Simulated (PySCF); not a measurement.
## Polarisability and C₆ of C²⁺ (carbon, charge +2)

[He] 2s1 2p1, high-spin 3P determinant (an excited configuration). Computed with PySCF 2.14 in aug-cc-pVTZ, with no relativity, point nucleus. Coupled (time-dependent) response in atomic units; α is the mean over directions.

```
 method  mean α (bohr³)         α xx, yy, zz  C₆ (like pair)  S(−4)
    UHF           2.827  3.561, 1.357, 3.561           3.461  12.65
    PBE           2.859  3.564, 1.449, 3.564           3.438  14.58
   PBE0           2.855  3.573, 1.419, 3.573           3.445  14.16
  M06-L           3.130  3.992, 1.407, 3.992           3.928  17.16
wB97M-V           2.928  3.664, 1.454, 3.664           3.491  15.74
```

S(−4) is the Cauchy moment in α(ω) = α(0) + S(−4) ω² + …

α(iu) at PBE:

| u (hartree) | α(iu) (bohr³) |
| --- | --- |
| 0 | 2.859 |
| 0.0500 | 2.823 |
| 0.100 | 2.723 |
| 0.200 | 2.407 |
| 0.300 | 2.059 |
| 0.500 | 1.508 |
| 0.750 | 1.077 |
| 1.00 | 0.8069 |
| 1.50 | 0.4964 |
| 2.00 | 0.3332 |
| 3.00 | 0.1789 |
| 5.00 | 0.07652 |

For an ion, C₆ is the dispersion term alone; charge-induced terms of lower order in 1/R come first.

The components differ because the open shell of this determinant is not spherical; for a pure term their mean is the scalar polarisability.
